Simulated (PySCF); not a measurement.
# Bonding in ethyl methacrylate

Ethyl methacrylate, C6H10O2.
SMILES with atom numbers: `[CH2:1]=[C:2]([CH3:3])[C:4](=[O:5])[O:6][CH2:7][CH3:8]` (hydrogens: H9, H10 on C1; H11, H12, H13 on C3; H14, H15 on C7; H16, H17, H18 on C8)

Structure used (PBE0-D3(BJ)/def2-TZVP), in Å, numbered top down from 1:
```
atom  x, y, z in Å
C1     1.769    1.247    0.569
C2     1.647    0.103   -0.098
C3     2.794   -0.643   -0.695
C4     0.317   -0.534   -0.298
O5     0.167   -1.573   -0.890
O6    -0.694    0.157    0.240
C7    -1.994   -0.416    0.070
C8    -2.988    0.501    0.732
H9     2.740    1.707    0.714
H10    0.906    1.750    0.984
H11    2.859   -1.650   -0.278
H12    3.733   -0.120   -0.512
H13    2.658   -0.765   -1.772
H14   -2.001   -1.415    0.513
H15   -2.192   -0.531   -0.998
H16   -2.965    1.494    0.279
H17   -2.777    0.602    1.798
H18   -3.995    0.096    0.618
```

Bond orders from the PBE0/pcSseg-2 density (PySCF). The structure is a single PBE0-D3(BJ)/def2-TZVP conformer in the gas phase; no vibrational or solvent corrections.

Question: How far do the computed orders between heavy atoms stray from the drawn ones?

Answer: The largest departure is 0.138, at C1–C2 (drawn double, 1.862) and O6–C7 (drawn single, 0.865). Drawn single, order above 1.12: C4–O6 (1.124). Drawn single, order below 0.88: O6–C7 (0.865).

Question: Give the Mayer order of every bond between heavy atoms, beside its length.

Answer: 
```tsv
bond	drawn as	length (Å)	Mayer order
C1–C2	double	1.330	1.862
C2–C3	single	1.492	1.045
C2–C4	single	1.488	1.005
C4–O5	double	1.206	1.886
C4–O6	single	1.337	1.124
O6–C7	single	1.430	0.865
C7–C8	single	1.505	0.975
```

By pair of heavy elements: C–C: lowest C7–C8 (0.975, 1.505 Å), highest C1–C2 (1.862, 1.330 Å); in 1 of the 6 pairs the longer bond (by over 0.003 Å) has the higher order (by 0.02 or more). C–O: lowest O6–C7 (0.865, 1.430 Å), highest C4–O5 (1.886, 1.206 Å).

Question: And the bonds to hydrogen?

Answer: C–H: 0.98 to 1.00 (10 bonds).

Question: Sum the orders of all bonds at each heavy atom with more than one neighbour and set the sums beside the valence in the SMILES.

Answer: C1 3.859 (drawn 4), C2 3.912 (drawn 4), C3 4.004 (drawn 4), C4 4.015 (drawn 4), O6 1.989 (drawn 2), C7 3.850 (drawn 4), C8 3.965 (drawn 4). Orders between atoms that aren't bonded are not in these sums.

For a closed shell the Mayer order of atoms A and B is Σ (PS)μν (PS)νμ over the basis functions μ on A and ν on B, with P the density and S the overlap matrix.

These values come from a run that also computed NMR shieldings. The run took 66 s wall, 2.5 min CPU (grids of density and orbitals included) on 2 threads, Intel Xeon Platinum 8488C (x86_64), shared host with 96 logical CPUs at a one-minute load of 20, and the process peaked at 2.7 GiB of memory.
